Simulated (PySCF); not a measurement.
## From computed data to an observable: chemical shift, span and skew from a shielding tensor

CCl₂, SMILES Cl[C]Cl (connectivity only; charge and spin as stated), neutral, multiplicity 1. Atoms are numbered in the order given.

```xyz
3

Cl     0.0000    -1.3947     0.1479
C      0.0000     0.0000    -0.8381
Cl     0.0000     1.3947     0.1479
```
Charge 0, spin multiplicity 1.

Geometry optimised at PBE0-D3(BJ)/def2-TZVP. The isomer is the one that the SMILES or the coordinates give; other isomers of the formula were not compared.

GIAO shieldings from PySCF with HF/pcSseg-2, non-relativistic, no solvent. The symmetric part of the tensor of C2 has the principal values -1689.5, -148.9, 103.3 ppm. The same nucleus in TMS has σ = 193.3 ppm at this level (PySCF, at its B3LYP-D3(BJ)/def2-TZVP geometry). Without spin–orbit terms, shifts of atoms bonded to Cl or Br come out too high.

Question: Work out the isotropic shielding, the ¹³C shift against TMS, the span and the skew.

Answer: 
σ(iso) = (σ11 + σ22 + σ33)/3 = -578.4 ppm. δ = σ(ref) − σ(iso) = 193.3 − (-578.4) = 771.7 ppm.
Span Ω = σ33 − σ11 = 1792.8 ppm. Skew κ = 3(σ(iso) − σ22)/Ω = -0.72. Tumbling in solution averages the tensor to δ; in a static solid the shielding alone would spread this spin-1/2 line over Ω.
